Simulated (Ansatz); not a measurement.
Ansatz (a quantum-chemistry and plane-wave program) input:

Ansatz 0.2 input:
```yaml
crystal:
  periodic: [false, false, false]
  atoms:
    - {symbol: Br, position_ang: [-0.00000000, -0.00000000, -0.03957855]}
    - {symbol: H, position_ang: [0.00000000, 0.00000000, 1.38524928]}
basis:
  gaussian:
    orbitals: def2-TZVPD
hamiltonian:
  xc: {name: B3LYP}
output: {forces: true}
```

### Question
Which total energy does the run end on?

### Answer
-2574.78991 Eh (B3LYP/def2-TZVPD). The basis has 66 functions.
